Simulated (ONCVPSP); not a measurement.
Building the ONCV potential for terbium (PBEsol, scalar-relativistic).

- Element: terbium (Tb)
- Generator: ONCVPSP 4.0.1
- Type: optimised norm-conserving Vanderbilt (ONCV)
- Functional: PBEsol
- Relativity: scalar-relativistic
- Frozen core: [Kr] 4d10 4f8
- Valence charge: 11
- Reference configuration: 5s2 5p6 5d1 6s2
- Partial waves: 5s+6s: rc 2.25 bohr, ncon 5, nbas 9, qcut 5.6 1/bohr, 2 projectors; 5p: rc 1.50 bohr, ncon 5, nbas 8, qcut 5.9 1/bohr, 1 projector; 5d: rc 3.50 bohr, ncon 3, nbas 7, qcut 5 1/bohr, 3 projectors, debl 2.8 Ha
- Local potential: polynomial inside 1.00 bohr (lpopt 5, dvloc0 0 Ha)
- Core correction: Teter function, fcfact 5.75, rcfact 1.7

All-electron outer shells of the reference configuration (PBEsol, scalar-relativistic, ld1.x):

```
shell  level (eV)  outermost node (bohr)  outermost maximum (bohr)
   5s      -51.30                   0.64                      1.18
   5p      -27.90                   0.69                      1.33
   4f       -9.00                      –                      0.55
   6s       -4.22                   1.57                      3.32
   5d       -2.44                   0.77                      1.94
```

What the tests gave:

```json
{
  "Cutoffs needed": "34 Ha and 74 Ha (the cutoffs (Ha) at which the residual kinetic energy of the hardest occupied pseudo-wave falls to 1 and 0.1 mHa per electron)",
  "Ghost test": "ghosts flagged at negative energy: s at -136.9 eV, d at -13328.5 eV, p at -18.3 eV; no localised positive-energy state flagged; a true bound ghost makes a file unfit for plane-wave use",
  "Configuration tests": "1 of 4 tests not solved or not reliable",
  "rms error of d²Exc/dni dnj": "5.64 mHa without and 3.51 mHa with the model core"
}
```

Generation and tests took about 6.6 s on one core of a shared server CPU.
